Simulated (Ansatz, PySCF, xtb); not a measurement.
Pair of molecules: HF (SMILES F) (first 2 atoms) with HI (SMILES I); geometry from B3LYP-D3(BJ)/def2-TZVP.
(charge 0, multiplicity 1):
```csv
atom,x (Å),y (Å),z (Å)
F,-0.0701,0.4750,-0.2412
H,0.0048,0.0346,0.5765
I,0.2129,-1.0362,2.9820
H,0.1742,0.4361,3.6486
```

Counterpoise-corrected where a basis set is named; no monomer relaxation.

Frozen-core correlation. Filled d and f shells under p-block atoms count as core. CBS: X⁻³ extrapolation of the correlation energy, Hartree–Fock from the larger set.

Programs: Ansatz (Gaussian orbitals); PySCF for the dispersion terms; xtb for the GFN methods. Values without a source in brackets are computed. In def2 rows elements past Kr take small-core potentials, without spin–orbit coupling.

| level | interaction energy (kcal/mol) |
|---|---|
| GFN1-xTB | -6.63 |
| r2SCAN/def2-TZVPPD | -2.93 |
| r2SCAN-D3(BJ)/def2-TZVPPD | -3.09 |
| wB97X-V/def2-TZVPPD | -2.73 |
| SCS-MP2/def2-SVPD | -1.27 |
| CCSD/def2-TZVPPD | … |
| CCSD/def2-QZVPPD | -2.02 |
| CCSD(T)/def2-TZVPPD | -2.04 |
| CCSD(T)/CBS(def2-TZVPPD, def2-QZVPPD) | … |

**Question.** Fill in the missing entries.

**Answer.** 
- CCSD/def2-TZVPPD, interaction energy (kcal/mol): -1.78
- CCSD(T)/CBS(def2-TZVPPD, def2-QZVPPD), interaction energy (kcal/mol): -2.47

Ansatz is a quantum-chemistry and plane-wave program.
